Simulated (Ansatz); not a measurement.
Reaction (cleavage of the Si–B bond): `B[SiH2]CF` + H–F → `FC[SiH2]F` + BH₃

Isolated molecules relaxed with PBE0-D4/def2-TZVP in Ansatz; ΔE leaves out vibrations. CCSD(T)/CBS adds triple-zeta CCSD(T) − MP2 to the extrapolated MP2 energy (def2 sets, frozen cores). This one scheme is used for every species. DFT in def2-TZVPP. One conformer a species, not always the lowest.

`B[SiH2]CF`:

```xyz
10

B     0.437   -1.412    1.139
Si    0.211    0.475    0.484
C    -0.509    0.558   -1.270
F    -0.657    1.873   -1.697
H     0.893   -1.604    2.228
H     0.136   -2.375    0.496
H     1.535    1.163    0.499
H    -0.694    1.207    1.416
H     0.141    0.040   -1.985
H    -1.492    0.075   -1.312
```

H–F:

```xyz
2

F     0.301    0.016    0.348
H    -0.301   -0.016   -0.348
```

`FC[SiH2]F`:

Cartesian coordinates in Å:
```
F 1.017 -1.028 1.296
C -0.114 -0.319 0.913
Si 0.032 0.295 -0.860
F 1.142 1.442 -0.947
H -0.252 0.514 1.611
H -0.985 -0.978 1.010
H -1.273 0.880 -1.258
H 0.433 -0.806 -1.765
```

BH₃:

```xyz
4

B     0.000    0.000    0.000
H    -0.496    0.625    0.888
H     0.713    0.544   -0.787
H    -0.217   -1.169   -0.100
```

| level | ΔE (kcal/mol) | difference from CCSD(T)/CBS |
| --- | --- | --- |
| LDA (SPW92) | -29.9 | 5.2 |
| BLYP-D4 | -35.2 | -0.1 |
| PBE0-D4 | -31.9 | 3.2 |
| r2SCAN0-D4 | -35.5 | -0.4 |
| ωB97M-V | -36.7 | -1.6 |
| revPBE | -31.3 | 3.8 |
| r2SCAN | -35.4 | -0.3 |
| BHLYP | -39.5 | -4.4 |
| HF/def2-SVP | -39.0 | -3.9 |
| CCSD/def2-SVP | -34.2 | 0.9 |
| CCSD(T)/def2-SVP | -33.7 | 1.4 |
| HF/def2-TZVPP | -42.6 | -7.5 |
| HF/def2-QZVPP | -43.2 | -8.1 |
| MP2/def2-QZVPP | -37.1 | -2.0 |
| SCS-MP2/def2-QZVPP | -38.4 | -3.3 |
| CCSD/CBS(def2) | -36.0 | -0.9 |
| CCSD(T)/CBS | -35.1 | 0 |

What do rigid-rotor, harmonic-oscillator terms from PBE0-D4/def2-TZVP frequencies (298.15 K, 1 bar) make of the CCSD(T)/CBS value? (An estimate is asked.)

The calculation gave: ΔZPE = +0.2 kcal/mol, ΔH = -35.5 kcal/mol, ΔS = -15 J/(mol·K), ΔG = -34.5 kcal/mol.

Largest T1 diagnostic among the species: 0.012.

From BLYP to BHLYP (50 % exact exchange), in def2-TZVPP and without D4, ΔE moves by −3.0 kcal/mol. The D4 term adds +1.0 kcal/mol with B3LYP and +0.6 kcal/mol with PBE0; it sums over pairs of atoms, weighted by their polarisabilities, and B3LYP, whose exchange is more repulsive, gets the larger term.

B3LYP here is the variant with VWN-RPA as its local correlation; programs differ in this.
